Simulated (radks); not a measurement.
Problem. Spherical quantum dot in the effective-mass picture: electrons in a parabolic well V = omega^2 r^2 / 2 with omega = 0.119, with a point charge +1 (a donor) at the centre, all in effective atomic units (hartree* = m*/eps^2 hartree, bohr* = eps/m* bohr), one dielectric constant everywhere. Calculated with a radial shooting solver with Libxc functionals: non-relativistic Kohn-Sham, LDA (Slater exchange, Perdew-Wang correlation), spin-polarised, spherical densities. Levels are named by radial order and angular momentum (1s, 1p, 1d, 2s, ...), and open shells are averaged over m. At N = 7 the configuration is 1s2 1p(up 3, down 1) 2s(up 1, down 0). Does electron 8 go into 1d up or 2s down or 1p down?

Solution. Into 1p down. The total energies of the other choices lie higher by 0.0130 hartree* (2s down), 0.0408 hartree* (1d up).
